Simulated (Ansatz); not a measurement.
Cost and result for the atomization energy of CH6BBrOSi (`BOC([SiH3])Br`) (11 atoms, 10 bonds).

```xyz
11

B    -1.208    0.243    1.545
O    -1.161   -0.471    0.398
C    -0.007   -0.861   -0.285
Si    0.809    0.568   -1.238
Br    1.371   -1.645    0.883
H    -2.304    0.539    1.916
H    -0.208    0.547    2.125
H    -0.286   -1.692   -0.931
H     1.219    1.592   -0.247
H     1.972    0.044   -1.991
H    -0.197    1.138   -2.173
```

The species carries charge 0 and has multiplicity 1. Correlated methods include outer-core shells of Br, which these sets cover unevenly. Scalar relativity is left out up to krypton. The geometry is a stationary point of PBE0-D4/def2-TZVP. It is one conformer, not always the lowest. Program: Ansatz. All runs use 4 threads of an Arm Neoverse V2 on a shared host. Times are those of one run each, without the atoms' runs, and a repeat can differ threefold. Electronic energies, without spin–orbit coupling; frozen cores. CCSD(T)/CBS adds CCSD(T) − MP2 in def2-TZVPP to the MP2 limit, and its time is that of the two runs behind it. T1 = 0.012. With those shells the extrapolation isn't a true limit. HSE06 is the plane-wave form, built on full-range PBE exchange.

CCSD(T)/CBS is a level of theory with its own doubt, some kJ/mol a heavy atom from the limit and from the frozen cores, so smaller differences don't rank the functionals.

```csv
level,functions,wall time,atomization (kJ/mol),difference from CCSD(T)/CBS,per bond
LDA (SPW92)/def2-TZVPP,267,1.4 s,4259.3,525.5,52.6
BLYP-D4/def2-TZVPP,267,2.4 s,3721.8,-12.0,-1.2
PBE-D4/def2-TZVPP (with forces),267,2.9 s,3782.8,49.0,4.9
BHLYP-D4/def2-TZVPP,267,3.6 s,3639.0,-94.8,-9.5
HSE06-D4/def2-TZVPP,267,3.8 s,3726.9,-6.9,-0.7
CAM-B3LYP-D4/def2-TZVPP,267,4.1 s,3746.7,12.9,1.3
B2PLYP/def2-TZVPP,267,7 s,3687.8,-46.0,-4.6
ωB97X-V/def2-TZVPP,267,9 s,3744.3,10.5,1.1
CCSD(T)/def2-SVP,122,9.5 s,3525.0,-208.8,-20.9
ωB97M-V/def2-TZVPP (with forces),267,13 s,3739.5,5.7,0.6
MP2/def2-QZVPP,510,26 s,3750.9,17.1,1.7
CCSD(T)/def2-TZVPP,267,4.4 min,3635.5,-98.3,-9.8
CCSD(T)/CBS(def2),–,4.8 min,3733.8,0.0,0.0
```

In def2-TZVPP, CCSD(T) changes the Hartree–Fock value by +884.5 kJ/mol (the triples alone add +55.5 kJ/mol) and MP2 by +942.0 kJ/mol; breaking electron pairs costs correlation energy, which Hartree–Fock lacks. From r2SCAN to r2SCAN0 (25 % exact exchange), in def2-TZVPP and without D4, the atomization energy moves by −57.7 kJ/mol: exact exchange takes away binding that semilocal exchange gives to molecules. Leaving LDA and LC-ωPBE aside and taking each functional with its dispersion term where it has one, the values spread over 143.8 kJ/mol, from BHLYP-D4 to PBE-D4. LDA lies +503.4 kJ/mol from PBE without D4, its usual overbinding.
